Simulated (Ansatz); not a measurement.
C2H9BSn (`CC[BH][SnH3]`) at its PBE0-D4/def2-TZVP geometry, where that method's forces vanish. The species carries charge 0 and has multiplicity 1. Sn: def2 effective core potential.

```xyz
13

C     1.7434    0.4353   -1.3503
C     0.3705    0.5102   -0.6936
B     0.1464   -0.2497    0.6341
Sn   -1.9134   -0.7081    1.4278
H     1.9278   -0.5642   -1.7511
H     1.8397    1.1427   -2.1775
H     2.5363    0.6479   -0.6297
H    -0.4366    0.3637   -1.4193
H     0.1888    1.5441   -0.3255
H     1.0881   -0.5487    1.3155
H    -2.1708   -2.3998    1.5072
H    -3.1648   -0.0645    0.4494
H    -2.1556   -0.1089    3.0130
```

(1) What forces (eV/Å) does r2SCAN-D4/def2-TZVPP give on these atoms in Ansatz? (An estimate is asked.)

Results:

(1) The calculation gave: 
```
C1   0.159  0.008 -0.076
C2  -0.132 -0.030  0.067
B3   0.021 -0.011  0.030
Sn4  0.006  0.009 -0.006
H5  -0.006  0.022  0.011
H6   0.004 -0.015  0.009
H7  -0.019 -0.006 -0.017
H8   0.003  0.021 -0.003
H9  -0.008  0.005 -0.009
H10 -0.017  0.005 -0.015
H11 -0.006  0.019  0.008
H12  0.002 -0.010  0.013
H13 -0.008 -0.016 -0.012
```
